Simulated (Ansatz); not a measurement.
Species: sum formula H$_{7}$Si$_{3}$O$_{2}$, charge -1, multiplicity 1. It need not be the lowest isomer of its formula. Whether it binds its extra electron was not tested at this geometry. SMILES: O([SiH3])[SiH2]O[SiH2-]
Coordinates optimised at B3LYP-D3(BJ)/def2-TZVP (Ansatz, an electronic-structure program):
```
O
Si 1 1.6283
Si 1 1.6536 2 145.66
O 3 1.5999 1 114.61 2 -37.68
H 2 1.4792 1 114.21 3 -48.11
H 2 1.4803 5 110.61 1 -129.37
Si 4 1.7887 3 126.44 1 54.77
H 3 1.4891 4 112.98 7 -66.87
H 3 1.4908 8 108.23 1 -111.69
H 2 1.4984 5 106.50 6 -114.71
H 7 1.5534 4 96.89 3 39.20
H 7 1.5545 11 91.09 4 96.95
```
Charge -1, spin multiplicity 1.

Parts of the frozen-core correlation energy in STO-3G (Ansatz, hartree). Frozen orbitals: 17; correlated occupied orbitals by spin: 16 and 16; virtual: 11 and 11. No spin-orbit coupling. No relativistic terms.

```json
[
 {"term": "reference (HF)", "value": "-1008.44884"},
 {"term": "MP2 opposite-spin", "value": "?"},
 {"term": "MP2 same-spin", "value": "?"},
 {"term": "CCSD correlation", "value": "?"},
 {"term": "(T)", "value": "-0.00739"},
 {"term": "T1 diagnostic", "value": "0.013"},
 {"term": "largest doubles amplitude", "value": "0.031"}
]
```

Q: Complete the blanks.

A: 
- MP2 opposite-spin, value: -0.15814
- MP2 same-spin, value: -0.02580
- CCSD correlation, value: -0.23560
